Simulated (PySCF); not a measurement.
From a computed spectrum to the compound

A species of 3 atoms with charge 0 has these harmonic modes (PBE0, small Gaussian bases with core potentials, PySCF 2.14.0):

```json
{"cm⁻¹": "371", "km/mol": "208.6", "symmetry": "a1"}
{"cm⁻¹": "1197", "km/mol": "799.9", "symmetry": "b2"}
{"cm⁻¹": "1245", "km/mol": "141.9", "symmetry": "a1"}
```

**Question.** Which species is it, and in which structure?

**Answer.** DyH2 (singlet in the valence; each metal's 4f electrons, 10 of them, lie in its core potential, out of spins and levels):
```xyz
3

Dy    0.0000    0.0000   -0.0132
H     1.8518    0.0000    1.0743
H    -1.8518    0.0000    1.0743
```
Ideal gas at 298.15 K and 1 bar: S = 254.4 J/(mol K), Cp = 41.3 J/(mol K), H − H(0 K) = 10.9 kJ/mol (rigid rotor, harmonic modes, spin degeneracy alone, that of the 4f electrons in the core included). An lcecp potential fixes the number of 4f electrons, so in runs with it no electron can move into or out of that shell; real Dy(II) is rare or takes another configuration.
 The answer isn't unique; the calculation gave this one.
